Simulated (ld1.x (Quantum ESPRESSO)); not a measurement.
calcium (Ca): excitation energies, all-electron against TM

```json
{
  "Element": "Ca (Z = 20)",
  "Generator": "ld1.x (Quantum ESPRESSO) 7.5",
  "Type": "norm-conserving Troullier–Martins (Kleinman–Bylander form)",
  "Functional": "PBE",
  "Relativity": "fully relativistic",
  "Frozen core": "[Ar]",
  "Valence charge": "2",
  "Reference configuration": "3d0 4s2 4p0",
  "Partial waves": "4p (bound, empty): rc 4.20 bohr; 3d (bound, empty): rc 2.80 bohr; 4s (bound): rc 2.70 bohr",
  "Local potential": "the s channel",
  "Core correction": "Bessel-smoothed model core inside 1.75 bohr"
}
```

Open shells are filled in proportion to 2j + 1 (rel_dist='average').

Energies are relative to the spin-unpolarised reference configuration 3d0 4s2 4p0; without spin polarisation the order of configurations can differ from experiment.

(1) Give the all-electron excitation energy and the error of the potential for: 3d0 4s1 4p0; 3d0 4s1.5 4p0; 3d0 4s1 4p1; 3d1 4s1 4p0; 3d1 4s0 4p0; 3d0 4s0 4p1; 3d0 4s0 4p2.

Levels in the configuration 3d0 4s0 4p2:

| level | all-electron (eV) | pseudo (eV) |
| --- | --- | --- |
| 4p j=1/2 | -2.403 | -2.401 |
| 4p j=3/2 | -2.382 | -2.379 |

Answers

(1)

```json
{"valence configuration": "3d0 4s1 4p0", "charge": "+1", "ΔE all-electron (eV)": "6.309", "error AE − PS (meV)": "-0.8"}
{"valence configuration": "3d0 4s1.5 4p0", "charge": "+0.5", "ΔE all-electron (eV)": "2.504", "error AE − PS (meV)": "+0.2"}
{"valence configuration": "3d0 4s1 4p1", "charge": "0", "ΔE all-electron (eV)": "2.422", "error AE − PS (meV)": "-4.6"}
{"valence configuration": "3d1 4s1 4p0", "charge": "0", "ΔE all-electron (eV)": "2.282", "error AE − PS (meV)": "-75"}
{"valence configuration": "3d1 4s0 4p0", "charge": "+1", "ΔE all-electron (eV)": "7.689", "error AE − PS (meV)": "-119"}
{"valence configuration": "3d0 4s0 4p1", "charge": "+1", "ΔE all-electron (eV)": "9.357", "error AE − PS (meV)": "-20"}
{"valence configuration": "3d0 4s0 4p2", "charge": "0", "ΔE all-electron (eV)": "4.951", "error AE − PS (meV)": "-22"}
```
